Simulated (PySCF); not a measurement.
## Cost of response and excited-state runs on `C/C(Cl)=C/C=C\N(C)C`, C₇H₁₂ClN

Molfile (atoms numbered from 1):
```
C7H12ClN
     RDKit          3D

 21 20  0  0  0  0  0  0  0  0999 V2000
    3.2740    1.1336   -1.2454 C   0  0  0  0  0  0  0  0  0  0  0  0
    2.5491    0.5499   -0.0795 C   0  0  0  0  0  0  0  0  0  0  0  0
    3.5202    0.4665    1.3639 Cl  0  0  0  0  0  0  0  0  0  0  0  0
    1.2791    0.1283   -0.0820 C   0  0  0  0  0  0  0  0  0  0  0  0
    0.6069   -0.5047    1.0165 C   0  0  0  0  0  0  0  0  0  0  0  0
   -0.6991   -0.8070    1.1709 C   0  0  0  0  0  0  0  0  0  0  0  0
   -1.7956   -0.4414    0.4494 N   0  0  0  0  0  0  0  0  0  0  0  0
   -1.7675    0.5284   -0.6104 C   0  0  0  0  0  0  0  0  0  0  0  0
   -3.0260   -1.1739    0.5830 C   0  0  0  0  0  0  0  0  0  0  0  0
    3.5643    2.1645   -1.0401 H   0  0  0  0  0  0  0  0  0  0  0  0
    4.1832    0.5682   -1.4493 H   0  0  0  0  0  0  0  0  0  0  0  0
    2.6417    1.1145   -2.1297 H   0  0  0  0  0  0  0  0  0  0  0  0
    0.7558    0.2224   -1.0212 H   0  0  0  0  0  0  0  0  0  0  0  0
    1.2529   -0.8107    1.8273 H   0  0  0  0  0  0  0  0  0  0  0  0
   -0.9630   -1.4001    2.0390 H   0  0  0  0  0  0  0  0  0  0  0  0
   -2.7471    1.0078   -0.6744 H   0  0  0  0  0  0  0  0  0  0  0  0
   -1.0231    1.2900   -0.3861 H   0  0  0  0  0  0  0  0  0  0  0  0
   -1.5468    0.0802   -1.5870 H   0  0  0  0  0  0  0  0  0  0  0  0
   -2.9898   -1.8150    1.4610 H   0  0  0  0  0  0  0  0  0  0  0  0
   -3.2118   -1.8030   -0.2961 H   0  0  0  0  0  0  0  0  0  0  0  0
   -3.8663   -0.4816    0.6899 H   0  0  0  0  0  0  0  0  0  0  0  0
  1  2  1  0
  2  3  1  0
  2  4  2  0
  4  5  1  0
  5  6  2  0
  6  7  1  0
  7  8  1  0
  7  9  1  0
  1 10  1  0
  1 11  1  0
  1 12  1  0
  4 13  1  0
  5 14  1  0
  6 15  1  0
  8 16  1  0
  8 17  1  0
  8 18  1  0
  9 19  1  0
  9 20  1  0
  9 21  1  0
M  END
```

PySCF with density fitting, on 1 thread of an Arm Neoverse V1, shared host. Command: `OMP_NUM_THREADS=1 python excited_run.py task.json out`

How long does this run take, and how much memory?
- vibronic structure, PBE/def2-SV(P); full response; writes grids


| run | level | basis functions | wall time | peak memory (GiB) |
| --- | --- | --- | --- | --- |
| vibronic structure | PBE/def2-SV(P) | 154 | 62 s | 0.82 |

Times from a shared host are rough.
